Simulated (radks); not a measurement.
The numbers below are computed, except where a source is named.
Q: W LVI, configuration [Ar] 3d1. Level of theory: non-relativistic Kohn-Sham, PBE, spin-polarised, spherical densities, point nucleus; open shells are filled with parallel spins first (spin-orbit coupling, left out, can overturn this in heavy ions); relativity is left out, which matters for an element this heavy (a radial shooting solver on a logarithmic mesh with Libxc functionals). Some entries of the table are withheld. Estimate them.

orbital  occ.  eigenvalue (eV)  r(max) (bohr)  <r> (bohr)
1s up       1        -67605.68        0.01358     0.02047
1s down     1        -67605.61        0.01358     0.02047
2s up       1        -14222.91        0.07368     0.08568
2s down     1        -14215.88        0.07366     0.08566
2p up       3        -13825.07        0.05721     0.07246
2p down     3        -13820.08        0.05719     0.07244
3s up       1        -5621.257         0.1944      0.2046
3s down     1        -5615.492         0.1944      0.2047
3p up       3        -5462.952         0.1821      0.1935
3p down     3        -5456.408         0.1822      0.1937
3d up       1        -5209.027         0.1412      0.1669
3d down     0        -5200.021         0.1413      0.1670
4s up       0        -2979.855            (1)      0.3804
4s down     0        -2977.785            (2)      0.3806
4p up       0        -2909.490            (3)      0.3722
4p down     0        -2907.219            (4)      0.3724

A: 
(1) 4s up r(max) (bohr): 0.3843
(2) 4s down r(max) (bohr): 0.3845
(3) 4p up r(max) (bohr): 0.3758
(4) 4p down r(max) (bohr): 0.3761
